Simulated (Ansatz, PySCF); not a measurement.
CH7FOSi2, SMILES CO[Si@@H](F)[SiH3]. Atoms are numbered in the order given.

```xyz
12

C      2.1937     1.4261    -0.0927
O      0.8959     0.9927     0.2643
Si     0.0671    -0.2673    -0.4130
F      0.7923    -1.6801    -0.0256
Si    -2.0764    -0.2187     0.5234
H      2.3229     1.4771    -1.1899
H      2.3555     2.4329     0.3214
H      2.9654     0.7517     0.3170
H      0.1320    -0.1827    -1.9017
H     -1.9791    -0.3140     2.0081
H     -2.8885    -1.3606     0.0097
H     -2.7524     1.0588     0.1518
```
Charge 0, spin multiplicity 1.

The structure is a stationary point at B3LYP-D3(BJ)/def2-SVP. The structure was generated by enumeration; whether it is a known compound was not checked. The values are those of a single conformer.

Two levels are set side by side: PBE-D3(BJ)/def2-SVP (Ansatz, a program for electronic structure) and B3LYP-D3(BJ)/def2-SVP (Ansatz). Each level has its own optimised geometry; the coordinates shown are those of the second. Frequencies come from the Hessian of PySCF at each geometry. Differences are taken from unrounded values.

```json
[
 {"quantity": "mean bond length (Å)", "B3LYP-D3(BJ)": "1.484"},
 {"quantity": "bond C1–O2 (Å)", "B3LYP-D3(BJ)": "1.414"},
 {"quantity": "bond O2–Si3 (Å)", "B3LYP-D3(BJ)": "1.653"},
 {"quantity": "bond Si3–F4 (Å)", "B3LYP-D3(BJ)": "1.635"},
 {"quantity": "bond Si3–Si5 (Å)", "B3LYP-D3(BJ)": "2.340"},
 {"quantity": "bond C1–H6 (Å)", "B3LYP-D3(BJ)": "1.106"},
 {"quantity": "bond C1–H7 (Å)", "B3LYP-D3(BJ)": "1.101"},
 {"quantity": "bond C1–H8 (Å)", "B3LYP-D3(BJ)": "1.104"},
 {"quantity": "bond Si3–H9 (Å)", "B3LYP-D3(BJ)": "1.492"},
 {"quantity": "bond Si5–H10 (Å)", "B3LYP-D3(BJ)": "1.491"},
 {"quantity": "bond Si5–H11 (Å)", "B3LYP-D3(BJ)": "1.492"},
 {"quantity": "bond Si5–H12 (Å)", "B3LYP-D3(BJ)": "1.492"},
 {"quantity": "highest harmonic wavenumber (cm⁻¹)", "B3LYP-D3(BJ)": "3114"},
 {"quantity": "mean harmonic wavenumber (cm⁻¹)", "B3LYP-D3(BJ)": "1156"},
 {"quantity": "zero-point energy (kcal/mol)", "B3LYP-D3(BJ)": "49.59"}
]
```

Question: What does PBE-D3(BJ) give, and how far is it from B3LYP-D3(BJ)? (An estimate is asked for; the answer gives what the named calculation found.)

Answer: 
| quantity | PBE-D3(BJ) | PBE-D3(BJ) minus B3LYP-D3(BJ) |
|---|---|---|
| mean bond length (Å) | 1.494 | 0.010 |
| bond C1–O2 (Å) | 1.419 | 0.005 |
| bond O2–Si3 (Å) | 1.667 | 0.014 |
| bond Si3–F4 (Å) | 1.646 | 0.011 |
| bond Si3–Si5 (Å) | 2.344 | 0.004 |
| bond C1–H6 (Å) | 1.115 | 0.009 |
| bond C1–H7 (Å) | 1.109 | 0.008 |
| bond C1–H8 (Å) | 1.112 | 0.008 |
| bond Si3–H9 (Å) | 1.507 | 0.015 |
| bond Si5–H10 (Å) | 1.504 | 0.013 |
| bond Si5–H11 (Å) | 1.505 | 0.013 |
| bond Si5–H12 (Å) | 1.505 | 0.013 |
| highest harmonic wavenumber (cm⁻¹) | 3048 | -66 |
| mean harmonic wavenumber (cm⁻¹) | 1121 | -35 |
| zero-point energy (kcal/mol) | 48.07 | -1.52 |

Exact exchange shortens and stiffens bonds; PBE has none. Differences between two approximate levels are no errors against the true value.
